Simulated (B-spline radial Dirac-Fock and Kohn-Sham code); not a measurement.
Z = 36 (krypton), transition energy 38.5 keV. Method: a Dirac-Hartree-Slater potential of the neutral atom with a Latter tail (no hole, which puts coefficients of high multipoles low close above an edge), finite nucleus with surface currents. Computed with a radial atomic solver. Subshells that would emit electrons below 1 keV are left out.

Question: A pure transition shows α(K) = 10500, L1/L2 = 4.61 and L1/L3 = 0.485. What is its multipolarity?
A. M1
B. M3
C. E1
D. E2
E. E3
F. M4
G. M2
H. E4

Answer: F. For comparison, α(K), L1/L2, L1/L3 are E1 1.30, 8.37, 4.93; E2 21.1, 0.814, 0.515; E3 270, 0.114, 0.0748; E4 3330, 0.0206, 0.0138; M1 1.72, 15.7, 44.3; M2 40.8, 9.67, 4.80; M3 673, 6.36, 1.09.
